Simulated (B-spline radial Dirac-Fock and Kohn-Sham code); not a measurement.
**Sc 2p3/2: cross section and angular parameters**

System: the free scandium atom, configuration [Ar] 3d1 4s2; threshold 398.7 eV (tabulated edge). Model: Dirac-Hartree-Slater photoionisation with a Latter tail; cross sections with all multipoles, angular parameters from the dipole term and its interference with E2. Program: a B-spline atomic structure program.

For linearly polarised light dσ/dΩ = σ/(4π) [1 + β P₂(cos θ) + (δ + γ cos²θ) sin θ cos φ], with θ from the polarisation vector and φ the angle between the beam and the projection of the electron momentum on the plane normal to the polarisation.

```csv
hν (eV),σ (kb),β,γ,δ
576,705,1.364,0.005,0.014
1220,99.0,1.434,0.385,0.029
1253.6,91.7,1.428,0.399,0.030
1290,84.5,1.421,0.415,0.031
1550,49.7,1.370,0.512,0.037
1670,39.8,1.346,0.550,0.041
1960,24.6,1.287,0.630,0.049
2984.4,6.65,1.105,0.828,0.078
3500,3.98,1.029,0.896,0.093
4000,2.57,0.964,0.950,0.108
4070,2.43,0.955,0.957,0.110
4700,1.50,0.884,1.014,0.128
5760,0.753,0.785,1.087,0.157
8047.8,0.235,0.626,1.196,0.215
9251.7,0.143,0.563,1.238,0.244
9400,0.135,0.556,1.243,0.247
9680,0.122,0.544,1.251,0.253
10900,?,?,?,?
12000,0.0559,0.453,1.310,0.303
```

Task: Give the values at 10900 eV.

Result: σ = 0.0793 kb, β = 0.493, γ = 1.285, δ = 0.280.

Values without a named source are computed, but for edge energies of neutral atoms, which are taken from tables.
